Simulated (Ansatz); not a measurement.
Reaction (ligand exchange at the Al–C bond): `CSC#[C][AlH2]` + `[OH][GaH2]` → `[AlH2][O][GaH2]` + `C#CSC`

Program: Ansatz. Geometries: PBE0-D4/def2-TZVP. ΔE: electronic, gas phase. CCSD(T)/CBS adds triple-zeta CCSD(T) − MP2 to the extrapolated MP2 energy (def2 sets, frozen cores). Functionals use def2-TZVPP. For Ga outer-core shells are correlated without core-valence functions, which leaves a few kJ/mol of doubt a bond. Scalar relativity is left out up to krypton.

CCSD(T)/CBS gives -18.6 kcal/mol.

(1) Another level gave -15.2 kcal/mol. Which?
A. PBE0-D4/def2-TZVPP
B. ωB97M-V/def2-TZVPP
C. HF/def2-TZVPP
D. PBE-D4/def2-TZVPP

Largest T1 diagnostic among the species: 0.015.

## Answers

(1) D. PBE-D4 -15.2, ωB97M-V -18.9, PBE0-D4 -16.6, HF/def2-TZVPP -21.5 kcal/mol.

In def2-TZVPP, CCSD(T) changes the Hartree–Fock value by +2.6 kcal/mol (the triples alone add +0.8 kcal/mol) and MP2 by +2.4 kcal/mol. From PBE to PBE0 (25 % exact exchange), in def2-TZVPP and without D4, ΔE moves by −1.4 kcal/mol.
